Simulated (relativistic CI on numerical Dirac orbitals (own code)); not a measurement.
Method of calculation: Dirac-Coulomb-Breit CI, separate exchange-only KLI orbitals for each configuration, QED by a radiative potential, unscaled Slater integrals (own radial code, finite nucleus).

The strongest absorption lines from the ground level of an ion, among the configurations computed and to levels below about 729 eV (vacuum wavelength in nm, gf): 2.8273 (0.18), 3.0919 (0.48), 7.1191 (3.8), 9.0216 (0.81), 10.957 (0.00044).

Which ion is it?
A. Pm XXVI
B. Tb XXX
C. Eu XXVIII
D. Eu XXVI

C. Eu XXVIII has 36 electrons and the ground level 4s2 4p6 1S_0; the strongest line goes to 4s2 4p5 4d 1P°_1. The pattern of lines fixes the number of electrons, and along that sequence the line energies rise steadily with the charge (about as its square where n changes within one kind of shell, about linearly where n is kept but much faster in heavy ions where fine structure, which grows about as Z⁴, sets the gap, and irregularly where shells cross), which fixes Z. Configurations outside the model, such as inner-shell arrays, can give stronger lines. At this charge energies of transitions that change n are usually good to better than 1 %, and those within a shell (Δn = 0) to a few per cent.

LS names give the leading component of a level, which can be under half, so a name can repeat, a term be missing and a line seem to break the LS rules.
